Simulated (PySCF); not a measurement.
Zn(Me)2 (C2H6Zn), SMILES [CH3][Zn][CH3].

Coordinates come from a B3LYP-D3(BJ)/def2-SVP optimisation. The isomer is the one that the SMILES or the coordinates give; other isomers of the formula were not compared.

Calculation: TDDFT-B3LYP/def2-SVPD in PySCF.

Vertical excitations; the highest root listed may be one member of a degenerate set.  State labels are in the subgroup C2.

Q: Give excitation energies, oscillator strengths and character. (Estimate from the structure and the level; the computed values follow.)

A: 
```csv
state,symmetry,energy (eV),λ (nm),f,main pairs
S1,A,5.71,217,0.000,HOMO→LUMO+1 (degenerate set)
S2,B,5.71,217,0.000,HOMO→LUMO (degenerate set)
S3,B,6.24,199,0.337,HOMO→LUMO+2 97 %
S4,A,7.10,175,0.000,HOMO→LUMO+3 95 %
S5,A,7.69,161,0.000,HOMO−1→LUMO+2 94 %
S6,A,7.83,158,0.131,HOMO−1→LUMO (degenerate set)
S7,B,7.83,158,0.131,HOMO−1→LUMO+1 (degenerate set)
S8,A,8.60,144,0.000,HOMO→LUMO+4 (degenerate set)
S9,B,8.60,144,0.000,HOMO→LUMO+5 (degenerate set)
S10,B,8.75,142,0.048,"HOMO−1→LUMO+3 49 %, HOMO→LUMO+6 39 %"
T1,B,5.39,230,0,HOMO→LUMO+2 96 %
T2,B,5.51,225,0,HOMO→LUMO (degenerate set)
T3,A,5.51,225,0,HOMO→LUMO+1 (degenerate set)
T4,A,6.85,181,0,"HOMO→LUMO+3 69 %, HOMO−1→LUMO+2 29 %"
```
Triplets are in the Tamm–Dancoff approximation, which puts them higher than full response would, so one can lie above its singlet here.
